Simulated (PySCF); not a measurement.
HSE06 on Ga (gallium, neutral), [Ar] 3d10 4s2 4d1, 2D determinant (an excited configuration). All numbers are calculated (PySCF 2.14, no relativity, point nucleus, in dyall-av2z (16s12p8d, 92 functions)).

```
cycle= 1 E= -1924.39950215953  delta_E= -0.0152  |g|= 0.153  |ddm|= 0.213
cycle= 2 E= -1924.39607408412  delta_E= 0.00343  |g|= 0.254  |ddm|= 0.113
cycle= 3 E= -1924.40213047366  delta_E= -0.00606  |g|= 0.0123  |ddm|= 0.0511
cycle= 4 E= -1924.40214938862  delta_E= -1.89e-05  |g|= 0.000622  |ddm|= 0.0046
cycle= 5 E= -1924.4021494393  delta_E= -5.07e-08  |g|= 3.34e-05  |ddm|= 0.000567
cycle= 6 E= -1924.40214943962  delta_E= -3.17e-10  |g|= 5.03e-06  |ddm|= 6.92e-05
converged SCF energy = -1924.40214943962  <S^2> = 0.75020524  2S+1 = 2.0002052
```

Highest occupied orbital energy: 0.241 eV; ⟨L²⟩ = 6.00; populations by l: s 8.00, p 12.00, d 11.00.

Q: Can this result be used?

A: Not for this state. The run converged. The outer electron is Rydberg-like, and this basis confines it to a smaller radius and binds it less than a complete one would. At HSE06 the highest occupied level has a positive energy, so only the finite basis holds that electron; for this excited configuration the basis is too tight for the outer shell.
